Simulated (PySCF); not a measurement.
An unknown is described by computed data only.

Formula: C3H11NSi.

| Property | Result |
| --- | --- |
| Polarisability | 74.2 au [wB97X-D/def2-SVPD] |
| Rotational structure | rotational constants A, B, C: 5.286, 2.697, 2.086 GHz [PBE0-D3(BJ)/def2-SVP] |
| XPS | Si2p3/2 106.7, C1s 290.5, C1s 291.4, C1s 291.5, N1s 404.2, Si1s 1846.6 eV [ΔSCF SCAN, pcX-2 on the ionised atom, pcseg-1 elsewhere, spin-free X2C, 2p3/2 from a spin–orbit splitting computed afterwards within the 2p shell] |
| 1H NMR | chemical shifts (computed TMS as zero) by class: 4.58 (3 H), 2.83 (2 H), 2.59 (3 H), 1.02 (3 H) ppm [GIAO B3LYP/pcSseg-1] |
| 13C NMR | chemical shifts (computed TMS as zero) by class: 52.1 (1 C), 38.1 (1 C), 14.4 (1 C) ppm [GIAO B3LYP/pcSseg-1] |
| Triplet | lowest triplet excitation (Tamm–Dancoff): 5.74 eV [TDA wB97X-D/def2-SVPD] |
| Dipole | 1.05 D [wB97X-D/def2-SVPD] |

Electronic properties: PySCF, gas phase, density fitting. Levels stand in brackets. Geometry: PBE0-D3(BJ)/def2-SVP, one conformer, isolated molecule. NMR classes are plain means over equivalent atoms (diastereotopic ones count apart unless rotation or inversion swaps them), as if these changed places fast.

Question: Give a SMILES that accounts for the data.

Answer: 3 carbons fall into 3 classes; from least to most shielded: carbon bonded to C, N and 2 H (52.1 ppm), carbon bonded to N and 3 H (38.1 ppm), carbon bonded to C and 3 H (14.4 ppm). Hydrogen classes from least to most shielded: 3 H on a silicon bonded to N and 3 H (4.58 ppm), 2 H on a carbon bonded to C, N and 2 H (2.83 ppm), 3 H on a carbon bonded to N and 3 H (2.59 ppm, a mean of values up to 0.6 ppm apart in this geometry), 3 H on a carbon bonded to C and 3 H (1.02 ppm, a mean of values up to 0.7 ppm apart in this geometry). The core levels belong to: Si2p3/2 106.7 eV, silicon bonded to N and 3 H; C1s 290.5 eV, carbon bonded to C and 3 H; C1s 291.4 eV, carbon bonded to C, N and 2 H; C1s 291.5 eV, carbon bonded to N and 3 H; N1s 404.2 eV, nitrogen bonded to 2 C and Si; Si1s 1846.6 eV, silicon bonded to N and 3 H. The optimised geometry has point group C1 and is an asymmetric top. Structure: `CN([SiH3])CC` (Si(NMeEt)H3). Computed isomers that give other values at the same levels: `C[SiH2]N(C)C` (core binding energies: Si2p3/2 106.4, C1s 290.1, C1s 291.4 (×2), N1s 404.1, Si1s 1846.3 eV); `[H][Si]([H])([H])NC(C)C` (13C chemical shifts (computed TMS as zero) by class: 48.0 (1 C), 26.5 (2 C) ppm); `C[Si](C)(C)N` (13C chemical shifts (computed TMS as zero) by class: 1.2 (3 C) ppm). The assignments are read from this structure; whether some other isomer fits the data as well wasn't checked.
